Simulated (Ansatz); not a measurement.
Basis-set extrapolation for `O[SiH2]OCS` (PBE0-D4/def2-TZVP geometry, frozen core, the Gaussian-basis code of Ansatz). Multiplicity 1, RHF reference.

|  | def2-TZVPP | def2-QZVPP |
| --- | --- | --- |
| HF | -877.746825 | -877.776974 |
| MP2 correlation | -0.950051 | -1.025829 |
| CCSD(T) correlation | -1.032177 | not run |

Energies in hartree. Use E(X) = E(∞) + A·exp(−7.88·√X) for Hartree–Fock and E(X) = E(∞) + B·X^(−2.97) for correlation, with X = 3 and 4, and add CCSD(T) minus MP2 of the smaller set to the MP2 limit.

**Question.** What is the CCSD(T) energy at the basis-set limit?

**Answer.** HF limit: -877.776974 + (-0.030149) × 0.13774 = -877.78113. MP2 limit: -1.025829 + (-0.075778) × 0.74074 = -1.08196. Higher-order term: -1.032177 − (-0.950051) = -0.08213. Total: -878.94522 hartree, 104.3 kcal/mol below CCSD(T)/def2-TZVPP.
